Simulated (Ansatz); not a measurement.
FH₃S₃Zr, SMILES [F][Zr]([SH])([SH])[SH], multiplicity 1.

The structure is a stationary point at B3LYP-D3(BJ)/def2-SVP. The spin state was assumed, not searched. The structure was generated by enumeration; whether it is a known compound was not checked. The def2 effective core potentials stand for the cores of Zr; spin–orbit coupling is left out. One conformer was computed; it need not be the lowest.

Two levels are set side by side: PBE/def2-SVPD (Ansatz, a first-principles code) and PBE0/def2-SVPD (Ansatz). Energy differences of separate SCF runs at the same geometry; the states with an electron removed or added have multiplicity 2 and 2. Differences are taken from unrounded values.

| quantity | PBE0 |
|---|---|
| vertical ionisation energy (eV) | 9.61 |
| vertical electron affinity (eV) | 0.83 |
| vertical singlet–triplet gap (eV) | 3.88 |

Q: What does PBE give, and how far is it from PBE0? (An estimate is asked for; the answer gives what the named calculation found.)

A: 
```tsv
quantity	PBE	PBE minus PBE0
vertical ionisation energy (eV)	9.20	-0.41
vertical electron affinity (eV)	0.61	-0.22
vertical singlet–triplet gap (eV)	3.68	-0.20
```
